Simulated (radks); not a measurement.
The mean radii <r> (bohr) of the occupied orbitals of an atom or ion are listed with their occupations. Calculated with a radial shooting solver on a logarithmic mesh with Libxc functionals: scalar-relativistic Kohn-Sham, PBE, spin-polarised, spherical densities, finite nucleus; Fermi nuclear charge, rms radius of each element as measured or else 0.836 A^(1/3) + 0.57 fm.

| orbital | occ. | <r> |
|---|---|---|
| 1s up | 1 | 0.02842 |
| 1s down | 1 | 0.02842 |
| 2s up | 1 | 0.1226 |
| 2s down | 1 | 0.1226 |
| 2p up | 3 | 0.1071 |
| 2p down | 3 | 0.1071 |
| 3s up | 1 | 0.3305 |
| 3s down | 1 | 0.3305 |
| 3p up | 3 | 0.3287 |
| 3p down | 3 | 0.3287 |
| 3d up | 5 | 0.3054 |
| 3d down | 5 | 0.3054 |
| 4s up | 1 | 0.7903 |
| 4s down | 1 | 0.7898 |
| 4p up | 3 | 0.8508 |
| 4p down | 3 | 0.8497 |
| 4d up | 5 | 1.014 |
| 4d down | 5 | 1.009 |
| 5s up | 1 | 1.949 |

Name the element and its charge. Open shells, if any, are filled with parallel spins first.

Answer. Z = 51, antimony, charge +4: Sb4+ in [Kr] 4d10 5s1. The 1s radius gives Z: for a bare nucleus <r> = (2 gamma + 1)/(2Z) with gamma = sqrt(1 - (Z/c)^2), 0.028 bohr for Z = 51, and screening makes it slightly larger (0.02842 here). The occupations add up to 47, and the charge is Z minus that.
